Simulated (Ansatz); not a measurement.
Two isomers of C3H5FSi: A = `F/C=C1/C[SiH2]1`, B = `FC1C=C[SiH2]1`.

Gas-phase electronic energies from Ansatz, PBE0-D4/def2-TZVP geometries. CBS: MP2 limit from def2 TZ/QZ plus the TZ coupled-cluster correction, frozen cores. Functionals use def2-TZVPP. B3LYP here is the variant with VWN-RPA as its local correlation; programs differ in this.

(1) Which is lower in electronic energy at CCSD(T)/CBS, and by how much? (Best estimate.)

(2) Give E(B) − E(A) in kcal/mol with CCSD/def2-TZVPP, PBE-D4, r2SCAN-D4, B3LYP, HF/def2-TZVPP, B3LYP-D4, MP2/def2-TZVPP. (An estimate is asked.)

Largest T1 diagnostic: 0.013.

## Answers

(1) The calculation gave: B, by 16.9 kcal/mol.

(2) Computed: CCSD/def2-TZVPP -16.9, PBE-D4 -12.2, r2SCAN-D4 -12.7, B3LYP -13.7, HF/def2-TZVPP -19.6, B3LYP-D4 -14.1, MP2/def2-TZVPP -16.0. None reverses the order clearly.

In def2-TZVPP, CCSD(T) changes the Hartree–Fock value by +3.3 kcal/mol (the triples alone add +0.6 kcal/mol) and MP2 by +3.6 kcal/mol. From PBE to PBE0 (25 % exact exchange), in def2-TZVPP and without D4, E(B) − E(A) moves by −2.3 kcal/mol.
